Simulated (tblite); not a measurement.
C₃H₃F₂Se (charge -1).
Atom-mapped SMILES: `[F:1]/[CH:2]=[C:3](\[F:4])[CH2:5][Se-:6]` (hydrogens: H7 on C2; H8, H9 on C5)
Bond orders are those of one Lewis drawing.

Computed with GFN2-xTB (tblite), gas phase: L-BFGS steps from a force-field or distance-geometry start until the largest atomic force falls under 0.01 eV/Å.

Step 22: E = -566.3930 eV
```
atom  x, y, z in Å  |  force x, y, z in eV/Å
F1      2.5917    0.0190    0.2069    0.138   0.003   0.056
C2      1.3239    0.4148   -0.0780    0.177  -0.050  -0.072
C3      0.2888   -0.3952    0.1017   -0.017   0.088   0.098
F4      0.5265   -1.6290    0.6048   -0.042  -0.012  -0.014
C5     -1.1153   -0.0999   -0.2085   -0.050   0.017   0.005
Se6    -2.1134    0.6805    1.3327    0.182  -0.094  -0.149
H7      1.3138    1.4034   -0.5009   -0.240   0.030   0.061
H8     -1.6107   -1.0317   -0.4828   -0.158   0.109   0.029
H9     -1.1917    0.6441   -1.0012    0.009  -0.091  -0.013
```

Step 23: E = -566.4013 eV
```
atom  x, y, z in Å  |  force x, y, z in eV/Å
F1      2.5907    0.0206    0.2097    0.133   0.015   0.061
C2      1.3216    0.4204   -0.0663    0.230  -0.052  -0.050
C3      0.2917   -0.3994    0.0901   -0.105   0.131   0.007
F4      0.5306   -1.6420    0.5628    0.002  -0.115   0.019
C5     -1.1130   -0.1103   -0.2211   -0.125   0.105   0.166
Se6    -2.0815    0.7257    1.3210    0.192  -0.103  -0.187
H7      1.3060    1.4237   -0.4497   -0.237   0.047   0.028
H8     -1.6249   -1.0459   -0.4415   -0.122   0.096  -0.032
H9     -1.2076    0.6132   -1.0303    0.032  -0.125  -0.012
```

**Question.** Estimate the geometry and energy of step 24. (The exact step hangs on the optimiser's Hessian estimate; all steps are aligned on step 23, rigid shifts and turns removed.)

**Answer.** E = -566.4114 eV, largest force 0.381 eV/Å
```
atom  x, y, z in Å  |  force x, y, z in eV/Å
F1      2.5918    0.0226    0.2141    0.085   0.054   0.049
C2      1.3210    0.4261   -0.0530    0.190  -0.036  -0.020
C3      0.2945   -0.4027    0.0771   -0.132   0.116  -0.093
F4      0.5349   -1.6586    0.5115    0.047  -0.162   0.027
C5     -1.1124   -0.1221   -0.2345   -0.174   0.169   0.294
Se6    -2.0352    0.7802    1.3028    0.163  -0.087  -0.194
H7      1.2893    1.4486   -0.3845   -0.188  -0.011   0.016
H8     -1.6432   -1.0606   -0.3922   -0.046   0.118  -0.084
H9     -1.2272    0.5724   -1.0667    0.055  -0.160   0.006
```

The energy changes by -0.0101 eV. The first-order estimate −F·Δx gives -0.0137 eV and the mean of the old and new forces, exact on a quadratic surface, -0.0100 eV. The step makes an angle of 81° with the force vector and moves no atom by more than 0.074 Å.
